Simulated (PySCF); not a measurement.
Computed shifts of a molecule C2H10O2Si2, HF/pcSseg-1 (PySCF), GIAO, gas phase, atoms alike by connectivity averaged where their shifts nearly agree, in ppm (number of nuclei): ¹³C: 52.0 (1), 21.9 (1). ²⁹Si: -20.4 (1), -40.7 (1). ¹H: 4.78 (3), 4.72 (1), 4.51 (1), 3.14 (1), 1.66 (3), 1.49 (1). References: ¹³C against TMS (σ = 192.6 ppm); ¹⁷O against H2O (σ = 333.0 ppm); ²⁹Si against TMS (σ = 393.8 ppm); ¹H against TMS (σ = 31.99 ppm), references at their B3LYP-D3(BJ)/def2-TZVP geometries, non-relativistic. Coordinates come from a ωB97X-D3(BJ)/def2-SVP optimisation. Other conformers were not sampled.

Q: Which structure fits?
A. O[SiH2]CCO[SiH3]
B. COC[SiH2]O[SiH3]
C. C[C@H](O)[SiH2]O[SiH3]
D. C[SiH2]O[SiH2]CO

A: C, C[C@H](O)[SiH2]O[SiH3]
